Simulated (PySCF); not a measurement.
The multiplicity is imposed and other spin states were not computed.

Cartesian coordinates (Å):
```xyz
6

Zn     0.0070     0.0017     0.0016
Cl     2.0083     0.4934     0.4553
C     -1.8114    -0.4450    -0.4107
H     -1.9358    -1.5349    -0.5130
H     -2.1274     0.0231    -1.3566
H     -2.4919    -0.0987     0.3836
```
Charge 0, multiplicity 1.

### Question
Give the dipole moment, charge on the central atom (meta-Löwdin) and HOMO–LUMO gap at the level PySCF with TPSSh-D3(BJ)/def2-TZVP // r2SCAN-D4/def2-SVP.

### Answer

```json
{
 "dipole_moment": "2.47 D",
 "charge on the central atom (meta-Löwdin)": "1.11 e",
 "HOMO–LUMO gap": "7.12 eV"
}
```
